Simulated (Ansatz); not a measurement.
BH3N (SMILES [BH]N) moved off its minimum; all values from Ansatz (a first-principles code), cores frozen in correlated methods. Open shells are unrestricted.
(charge 0, multiplicity 2)
```xyz
5

B      0.78209    -0.36982     0.03137
N     -0.50432     0.11869    -0.02348
H      1.74918     0.30287     0.03799
H     -0.86548     1.07596     0.01168
H     -1.30962    -0.50001    -0.09836
```

```json
[
 {"level": "HF/def2-TZVPP", "largest force (eV/Å)": "2.25", "on atom": "N2", "rms difference from CCSD(T)/aug-cc-pVTZ (eV/Å)": "0.353", "dipole (D)": "2.09"},
 {"level": "PBE/def2-TZVPP", "largest force (eV/Å)": "0.93", "on atom": "N2", "rms difference from CCSD(T)/aug-cc-pVTZ (eV/Å)": "0.267", "dipole (D)": "2.39"},
 {"level": "r2SCAN/def2-TZVPP", "largest force (eV/Å)": "1.17", "on atom": "N2", "rms difference from CCSD(T)/aug-cc-pVTZ (eV/Å)": "0.178", "dipole (D)": "2.32"},
 {"level": "B3LYP/def2-TZVPP", "largest force (eV/Å)": "1.15", "on atom": "N2", "rms difference from CCSD(T)/aug-cc-pVTZ (eV/Å)": "0.193", "dipole (D)": "2.29"},
 {"level": "wB97M-V/def2-TZVPP", "largest force (eV/Å)": "1.22", "on atom": "N2", "rms difference from CCSD(T)/aug-cc-pVTZ (eV/Å)": "0.188", "dipole (D)": "2.34"},
 {"level": "MP2/aug-cc-pVTZ", "largest force (eV/Å)": "1.67", "on atom": "N2", "rms difference from CCSD(T)/aug-cc-pVTZ (eV/Å)": "0.049", "dipole (D)": "2.22"},
 {"level": "CCSD(T)/aug-cc-pVTZ", "largest force (eV/Å)": "1.63", "on atom": "N2", "rms difference from CCSD(T)/aug-cc-pVTZ (eV/Å)": "0.000", "dipole (D)": "2.25"}
]
```

The differences count from one level among others, with limits of its own. Forces at CCSD(T)/aug-cc-pVTZ (eV/Å):

```tsv
atom	Fx	Fy	Fz
B1	0.071	0.006	-0.157
N2	-1.629	0.079	-0.029
H3	0.351	0.173	0.127
H4	0.773	-0.233	-0.037
H5	0.434	-0.025	0.096
```
